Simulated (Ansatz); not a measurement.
Born–Oppenheimer molecular dynamics of CH$_{6}$B$_{2}$Ge (10 atoms, charge 0, multiplicity 1). It goes on from the last frame of an earlier run, with new velocities.

Method: RHF/def2-SVP (Ansatz).

```
ensemble                      : NVE (velocity Verlet)
time step                     : 0.25 fs
steps asked                   : 400
starting velocities drawn for : 500 K
seed                          : 925878
```

Frames 0.25 fs apart, positions in Å.

Velocities at 30 fs (Å/ps):

```
B -0.75 -5.46 3.49
B -6.97 -6.03 -9.55
Ge -0.73 -0.09 1.19
C 1.92 3.49 -5.00
H 94.18 11.03 9.45
H -0.66 -7.79 -37.15
H 41.79 -3.70 30.95
H 6.08 12.80 46.07
H 14.48 55.19 2.09
H -43.28 20.27 -12.34
```

```xyz
10
Properties=species:S:1:pos:R:3 time_fs=30 energy_less_start_eV=-0.750 T=1224
B -0.886 0.494 1.215
B 0.542 1.037 1.684
Ge 0.550 -0.333 0.003
C -1.395 0.175 -0.205
H -1.390 -0.288 1.935
H 1.452 1.682 2.299
H 0.892 -1.763 -0.070
H 1.086 0.349 -1.285
H -1.994 -0.646 -0.353
H -1.800 0.877 -1.057
10
Properties=species:S:1:pos:R:3 time_fs=30.25 energy_less_start_eV=-0.714 T=1189
B -0.887 0.492 1.216
B 0.540 1.036 1.682
Ge 0.550 -0.333 0.003
C -1.394 0.176 -0.206
H -1.366 -0.286 1.937
H 1.451 1.679 2.289
H 0.903 -1.764 -0.062
H 1.087 0.352 -1.273
H -1.991 -0.633 -0.353
H -1.811 0.881 -1.060
10
Properties=species:S:1:pos:R:3 time_fs=30.5 energy_less_start_eV=-0.681 T=1158
B -0.887 0.491 1.217
B 0.539 1.034 1.680
Ge 0.550 -0.333 0.004
C -1.394 0.177 -0.207
H -1.343 -0.284 1.941
H 1.450 1.676 2.279
H 0.914 -1.766 -0.054
H 1.089 0.356 -1.261
H -1.989 -0.622 -0.352
H -1.819 0.886 -1.061
10
Properties=species:S:1:pos:R:3 time_fs=30.75 energy_less_start_eV=-0.660 T=1137
B -0.888 0.490 1.218
B 0.537 1.033 1.677
Ge 0.550 -0.333 0.004
C -1.393 0.178 -0.209
H -1.319 -0.283 1.945
H 1.447 1.673 2.269
H 0.924 -1.768 -0.046
H 1.091 0.359 -1.249
H -1.989 -0.612 -0.350
H -1.827 0.889 -1.062
10
Properties=species:S:1:pos:R:3 time_fs=31 energy_less_start_eV=-0.654 T=1132
B -0.888 0.489 1.219
B 0.536 1.032 1.675
Ge 0.549 -0.333 0.004
C -1.393 0.180 -0.210
H -1.295 -0.283 1.950
H 1.444 1.669 2.258
H 0.935 -1.772 -0.038
H 1.094 0.363 -1.237
H -1.990 -0.605 -0.349
H -1.833 0.892 -1.061
10
Properties=species:S:1:pos:R:3 time_fs=31.25 energy_less_start_eV=-0.667 T=1144
B -0.889 0.488 1.220
B 0.534 1.030 1.673
Ge 0.549 -0.333 0.004
C -1.392 0.181 -0.212
H -1.271 -0.283 1.956
H 1.441 1.664 2.247
H 0.946 -1.775 -0.030
H 1.096 0.367 -1.224
H -1.993 -0.599 -0.347
H -1.838 0.895 -1.059
10
Properties=species:S:1:pos:R:3 time_fs=31.5 energy_less_start_eV=-0.700 T=1176
B -0.890 0.487 1.221
B 0.533 1.029 1.670
Ge 0.549 -0.333 0.004
C -1.391 0.183 -0.214
H -1.247 -0.285 1.963
H 1.436 1.659 2.235
H 0.957 -1.779 -0.021
H 1.099 0.371 -1.212
H -1.997 -0.596 -0.345
H -1.841 0.897 -1.056
10
Properties=species:S:1:pos:R:3 time_fs=31.75 energy_less_start_eV=-0.752 T=1227
B -0.891 0.487 1.222
B 0.532 1.028 1.668
Ge 0.549 -0.333 0.005
C -1.391 0.186 -0.215
H -1.224 -0.288 1.971
H 1.431 1.653 2.224
H 0.967 -1.783 -0.013
H 1.103 0.375 -1.199
H -2.003 -0.596 -0.343
H -1.843 0.898 -1.052
10
Properties=species:S:1:pos:R:3 time_fs=32 energy_less_start_eV=-0.819 T=1291
B -0.892 0.486 1.223
B 0.531 1.027 1.666
Ge 0.549 -0.333 0.005
C -1.390 0.188 -0.217
H -1.200 -0.291 1.980
H 1.426 1.647 2.212
H 0.978 -1.787 -0.005
H 1.107 0.379 -1.187
H -2.010 -0.597 -0.341
H -1.843 0.899 -1.046
10
Properties=species:S:1:pos:R:3 time_fs=32.25 energy_less_start_eV=-0.895 T=1364
B -0.893 0.486 1.224
B 0.530 1.026 1.663
Ge 0.549 -0.333 0.005
C -1.390 0.191 -0.219
H -1.177 -0.296 1.990
H 1.420 1.640 2.200
H 0.989 -1.792 0.004
H 1.111 0.384 -1.174
H -2.019 -0.600 -0.338
H -1.842 0.900 -1.040
10
Properties=species:S:1:pos:R:3 time_fs=32.5 energy_less_start_eV=-0.974 T=1440
B -0.895 0.486 1.224
B 0.529 1.025 1.661
Ge 0.549 -0.333 0.005
C -1.389 0.193 -0.221
H -1.154 -0.302 2.001
H 1.414 1.633 2.188
H 0.999 -1.797 0.013
H 1.115 0.389 -1.162
H -2.029 -0.605 -0.335
H -1.840 0.900 -1.033
10
Properties=species:S:1:pos:R:3 time_fs=32.75 energy_less_start_eV=-1.048 T=1511
B -0.896 0.486 1.225
B 0.528 1.024 1.659
Ge 0.549 -0.333 0.005
C -1.388 0.196 -0.223
H -1.132 -0.309 2.013
H 1.408 1.627 2.176
H 1.010 -1.801 0.021
H 1.121 0.395 -1.151
H -2.040 -0.611 -0.332
H -1.836 0.899 -1.025
```

Of the whole run (100 fs, mean temperature of the second half 1203 K): The conserved energy stayed within 0.33 meV per atom of its start (net change -0.13 meV per atom), so the integration is sound. The kinetic energy rose, since the run started high on the potential surface and went downhill. A run of 0.1 ps of so small a system gives no equilibrium averages.

Run time: 17 min on 2 threads of Arm Neoverse N1 (shared host), peak memory 0.22 GiB.
